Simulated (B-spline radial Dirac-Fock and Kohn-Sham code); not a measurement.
## Auger parameter of praseodymium: the M5 level and its strongest M5-NN line

The computed values come from an atomic code on a B-spline grid: relaxed Dirac-Fock hole states (ΔSCF) with Breit and QED corrections and a finite nucleus. The modified Auger parameter α′ is the binding energy plus the kinetic energy of the Auger electron; it does not depend on the energy zero. For free ions it tends to fall with charge, since less charge screens the final holes.

| species | configuration | binding 3d5/2 (eV) | Auger line | kinetic (eV) | α′ (eV) |
| --- | --- | --- | --- | --- | --- |
| Pr | [Xe] 4f3 6s2 | 933.5 | N5N5 J=4 | 680.0 | 1613.4 |
| Pr⁺ | [Xe] 4f3 6s1 | 939.9 | N5N5 J=4 | 672.4 | 1612.3 |
| Pr²⁺ | [Xe] 4f3 | 947.3 | N5N5 J=4 | 664.0 | 1611.3 |
| Pr³⁺ | [Xe] 4f2 | 968.5 | N5N5 J=4 | 645.3 | 1613.8 |
| Pr³⁺ | [Xe] 6s2 | 998.7 | N5N5 J=4 | 625.9 | 1624.7 |
| Pr³⁺ | [Xe] 4f1 5d1 | 979.3 | N5N5 J=4 | 639.1 | 1618.4 |
| Pr³⁺ | [Xe] 4f1 6p1 | 983.9 | N5N5 J=4 | 634.7 | 1618.6 |
| Pr³⁺ (Watson 2 Å) | [Xe] 4f2 | 946.9 | N5N5 J=4 | 666.9 | 1613.8 |
| Pr³⁺ (Watson 2.7 Å) | [Xe] 4f2 | 952.5 | N5N5 J=4 | 661.3 | 1613.8 |
| Pr⁴⁺ | [Xe] 4f1 | 992.4 | N5N5 J=4 | 625.6 | 1618.1 |
| Pr⁴⁺ (Watson 1.8 Å) | [Xe] 4f1 | 960.5 | N5N5 J=4 | 657.6 | 1618.1 |
| Pr⁵⁺ | [Kr] 4d10 5s2 5p6 | 1018.8 | N5N5 J=4 | 605.1 | 1624.0 |
| Pr⁵⁺ (Watson 2.7 Å) | [Kr] 4d10 5s2 5p6 | 992.2 | N5N5 J=4 | 631.8 | 1624.0 |
| Pr⁶⁺ | [Kr] 4d10 4f1 5s2 5p4 | 1026.7 | N5N5 J=4 | 592.4 | 1619.1 |
| Pr⁷⁺ | [Kr] 4d10 4f1 5s2 5p3 | 1045.0 | N5N5 J=4 | 575.0 | 1620.1 |
